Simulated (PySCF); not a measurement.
States of one metal complex from SC-NEVPT2 in the d shell, PySCF, above the ground state:

| 2S+1 | degeneracy | energy / cm⁻¹ | f (electric dipole) |
| --- | --- | --- | --- |
| 5 | 1 | 0 | – |
| 5 | 1 | 2784 | 5.5e-07 |
| 5 | 2 | 4582 | 1.3e-04 |
| 5 | 1 | 5894 | 0 |
| 3 | 1 | 17918 | – |
| 3 | 2 | 19018 | – |
| 3 | 2 | 19776 | – |
| 3 | 1 | 20405 | – |
| 3 | 1 | 20890 | – |
| 3 | 1 | 21926 | – |
| 3 | 1 | 23019 | – |
| 3 | 1 | 23184 | – |

Which of these complexes, all computed at model or optimised geometries, gave the data?
A. [FeCl3]- (d6, trigonal planar)
B. [Cr(NH3)6]2+ (d4, octahedral)
C. [Fe(SH)4]2- (d6, tetrahedral)
D. [CrF4]2- (d4, square planar)

C. [Fe(SH)4]2- (d6, tetrahedral) has 5B (from 5E), then 5A (from 5E) at 2784, 5E (from 5T2) at 4582 cm⁻¹ (NEVPT2). The others: [CrF4]2- (d4, square planar) has 5B1g, then 5B2g at 15543, 3Eg at 16770 cm⁻¹ (NEVPT2); [FeCl3]- (d6, trigonal planar) has 5A1', then 5E'' at 1387, 5E' at 6715 cm⁻¹ (NEVPT2); [Cr(NH3)6]2+ (d4, octahedral) has 5Ag (from 5Eg), then 5Ag (from 5Eg) at 8060, 3Ag (from 3T1g) at 10382 cm⁻¹ (NEVPT2).

On [Fe(SH)4]2-: NEVPT2 lifts 5B (from 5T2) from 4038 to 5894 cm⁻¹; on the d shell alone such lifts tend to overshoot.
